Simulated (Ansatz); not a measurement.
CH2O (SMILES C=O), charge 0, multiplicity 1, relaxed at each level with Ansatz (an electronic-structure program); harmonic frequencies from differences of analytic forces, average atomic masses, frozen cores.

```csv
level,harmonic frequencies (cm⁻¹),ZPE (eV),cost over HF/def2-TZVPP (rough)
HF/def2-TZVPP,1339 1371 1652 1995 3087 3156,0.781,×1
PBE/def2-TZVPP,1155 1223 1483 1767 2792 2837,0.698,×1
B3LYP/def2-TZVPP,1204 1268 1534 1819 2883 2939,0.722,×1
wB97X-V/def2-TZVPP,1214 1273 1537 1850 2930 2994,0.731,×2
MP2/cc-pVTZ,1209 1280 1553 1771 2970 3043,0.733,×2
CCSD(T)/cc-pVTZ,1192 1275 1543 1780 2929 2996,0.726,×20
```

Measured: harmonic frequencies 2937, 1778, 1544, 1188, 3012, 1269 cm⁻¹ [Alecu, Zheng, Zhao (2010)]; fundamentals as far as tabulated 2782, 1746, 1500, 1167, 2843, 1249 cm⁻¹ [NIST CCCBDB]. Measured modes stand in the spectroscopists' order.
